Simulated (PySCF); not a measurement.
# Ionisation energy of Kr(21+) by level of theory

Kr(21+) [Ne] 3s2 3p3 [3p1/2^2 3p3/2^1, M_J = 3/2] → Kr(22+) [Ne] 3s2 3p2 [3p1/2^2, M_J = 0], as a difference of total energies. Computed with PySCF 2.14 in an uncontracted even-tempered set (19 s from 2.5 bohr⁻², ratio 2.4; 13 p from 3.2 bohr⁻², ratio 2.4; 5 d from 13 bohr⁻², ratio 2.6; 4 f from 20 bohr⁻², ratio 2.6), with the two-component X2C-1e Hamiltonian. Correlated levels: 1s2 frozen; the 50 highest virtual spinors dropped. "Screened" scales the spin-orbit matrix elements by Boettger's factors to mimic the two-electron term; Breit and QED terms are absent.

```
                    method  ionisation energy (eV)
           GHF (spin-free)                  944.07
          GMP2 (spin-free)                  944.51
 GHF (screened spin-orbit)                  937.40
GMP2 (screened spin-orbit)                  937.11
```

Q: How much does correlation contribute at GMP2 (screened spin-orbit)?

A: 937.11 − (937.40) = -0.29 eV, measured against GHF (screened spin-orbit).

Breit and QED terms and the two-electron picture change are absent.

The spin-free rows relax to the high-spin LS determinant and lack the spin-orbit shift.

The labels give the starting determinants; with spin-orbit coupling the two ends relaxed to ⟨J²⟩ = 3.77, ⟨L²⟩ = 0.58, ⟨S²⟩ = 3.04 and ⟨J²⟩ = 0.00, ⟨L²⟩ = 1.33, ⟨S²⟩ = 1.33.

For comparison: 945 ± 3 eV (semi-empirical (NIST evaluation); NIST Atomic Spectra Database, ionization energies).
